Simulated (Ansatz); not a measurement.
P7⁺. Total charge 1; singlet. Geometry PBE-D4/def2-SVP.

```
atom   x (Å)   y (Å)   z (Å)
  P1  -0.556   1.264  -1.189
  P2  -1.644  -0.634  -0.599
  P3  -0.899  -0.540   1.596
  P4   1.671   0.718  -0.120
  P5   0.424  -1.058  -1.422
  P6   1.108  -1.308   0.723
  P7  -0.104   1.559   1.011
```

Another isomer (singlet) lies 0.40 eV lower at PBE0-D4/def2-TZVP; other spin states weren't run for this one.

Estimate the orbital energies around the gap (eV) in Ansatz with PBE-D4/def2-SVP, PBE-D4/def2-TZVP, PBE0-D4/def2-SVP, PBE0-D4/def2-TZVP, ωB97X-V/def2-TZVP.


```json
{"orbital": "HOMO−13", "PBE-D4/def2-SVP": "-21.28", "PBE-D4/def2-TZVP": "-20.72", "PBE0-D4/def2-SVP": "-23.36", "PBE0-D4/def2-TZVP": "-22.75", "ωB97X-V/def2-TZVP": "-25.77"}
{"orbital": "HOMO−12", "PBE-D4/def2-SVP": "-17.78", "PBE-D4/def2-TZVP": "-17.39", "PBE0-D4/def2-SVP": "-19.51", "PBE0-D4/def2-TZVP": "-19.07", "ωB97X-V/def2-TZVP": "-21.81"}
{"orbital": "HOMO−11", "PBE-D4/def2-SVP": "-17.78", "PBE-D4/def2-TZVP": "-17.39", "PBE0-D4/def2-SVP": "-19.51", "PBE0-D4/def2-TZVP": "-19.07", "ωB97X-V/def2-TZVP": "-21.81"}
{"orbital": "HOMO−10", "PBE-D4/def2-SVP": "-16.64", "PBE-D4/def2-TZVP": "-16.28", "PBE0-D4/def2-SVP": "-18.29", "PBE0-D4/def2-TZVP": "-17.88", "ωB97X-V/def2-TZVP": "-20.61"}
{"orbital": "HOMO−9", "PBE-D4/def2-SVP": "-15.18", "PBE-D4/def2-TZVP": "-14.71", "PBE0-D4/def2-SVP": "-16.48", "PBE0-D4/def2-TZVP": "-15.97", "ωB97X-V/def2-TZVP": "-18.32"}
{"orbital": "HOMO−8", "PBE-D4/def2-SVP": "-15.18", "PBE-D4/def2-TZVP": "-14.71", "PBE0-D4/def2-SVP": "-16.48", "PBE0-D4/def2-TZVP": "-15.97", "ωB97X-V/def2-TZVP": "-18.32"}
{"orbital": "HOMO−7", "PBE-D4/def2-SVP": "-14.32", "PBE-D4/def2-TZVP": "-14.03", "PBE0-D4/def2-SVP": "-15.62", "PBE0-D4/def2-TZVP": "-15.29", "ωB97X-V/def2-TZVP": "-17.74"}
{"orbital": "HOMO−6", "PBE-D4/def2-SVP": "-12.51", "PBE-D4/def2-TZVP": "-12.18", "PBE0-D4/def2-SVP": "-13.49", "PBE0-D4/def2-TZVP": "-13.11", "ωB97X-V/def2-TZVP": "-15.11"}
{"orbital": "HOMO−5", "PBE-D4/def2-SVP": "-12.25", "PBE-D4/def2-TZVP": "-11.94", "PBE0-D4/def2-SVP": "-13.34", "PBE0-D4/def2-TZVP": "-12.98", "ωB97X-V/def2-TZVP": "-15.11"}
{"orbital": "HOMO−4", "PBE-D4/def2-SVP": "-12.25", "PBE-D4/def2-TZVP": "-11.93", "PBE0-D4/def2-SVP": "-13.34", "PBE0-D4/def2-TZVP": "-12.98", "ωB97X-V/def2-TZVP": "-15.02"}
{"orbital": "HOMO−3", "PBE-D4/def2-SVP": "-11.98", "PBE-D4/def2-TZVP": "-11.56", "PBE0-D4/def2-SVP": "-12.99", "PBE0-D4/def2-TZVP": "-12.52", "ωB97X-V/def2-TZVP": "-14.54"}
{"orbital": "HOMO−2", "PBE-D4/def2-SVP": "-11.57", "PBE-D4/def2-TZVP": "-11.22", "PBE0-D4/def2-SVP": "-12.57", "PBE0-D4/def2-TZVP": "-12.19", "ωB97X-V/def2-TZVP": "-14.31"}
{"orbital": "HOMO−1", "PBE-D4/def2-SVP": "-11.57", "PBE-D4/def2-TZVP": "-11.22", "PBE0-D4/def2-SVP": "-12.56", "PBE0-D4/def2-TZVP": "-12.17", "ωB97X-V/def2-TZVP": "-14.20"}
{"orbital": "HOMO", "PBE-D4/def2-SVP": "-11.47", "PBE-D4/def2-TZVP": "-11.17", "PBE0-D4/def2-SVP": "-12.54", "PBE0-D4/def2-TZVP": "-12.17", "ωB97X-V/def2-TZVP": "-14.20"}
{"orbital": "LUMO", "PBE-D4/def2-SVP": "-8.53", "PBE-D4/def2-TZVP": "-8.29", "PBE0-D4/def2-SVP": "-7.81", "PBE0-D4/def2-TZVP": "-7.53", "ωB97X-V/def2-TZVP": "-5.52"}
{"orbital": "LUMO+1", "PBE-D4/def2-SVP": "-8.53", "PBE-D4/def2-TZVP": "-8.29", "PBE0-D4/def2-SVP": "-7.81", "PBE0-D4/def2-TZVP": "-7.53", "ωB97X-V/def2-TZVP": "-5.52"}
{"orbital": "LUMO+2", "PBE-D4/def2-SVP": "-7.82", "PBE-D4/def2-TZVP": "-7.66", "PBE0-D4/def2-SVP": "-7.15", "PBE0-D4/def2-TZVP": "-6.84", "ωB97X-V/def2-TZVP": "-4.89"}
{"orbital": "LUMO+3", "PBE-D4/def2-SVP": "-7.82", "PBE-D4/def2-TZVP": "-7.53", "PBE0-D4/def2-SVP": "-7.14", "PBE0-D4/def2-TZVP": "-6.81", "ωB97X-V/def2-TZVP": "-4.89"}
{"orbital": "LUMO+4", "PBE-D4/def2-SVP": "-7.78", "PBE-D4/def2-TZVP": "-7.53", "PBE0-D4/def2-SVP": "-6.99", "PBE0-D4/def2-TZVP": "-6.81", "ωB97X-V/def2-TZVP": "-4.77"}
{"orbital": "LUMO+5", "PBE-D4/def2-SVP": "-6.24", "PBE-D4/def2-TZVP": "-6.00", "PBE0-D4/def2-SVP": "-5.36", "PBE0-D4/def2-TZVP": "-5.08", "ωB97X-V/def2-TZVP": "-2.90"}
```
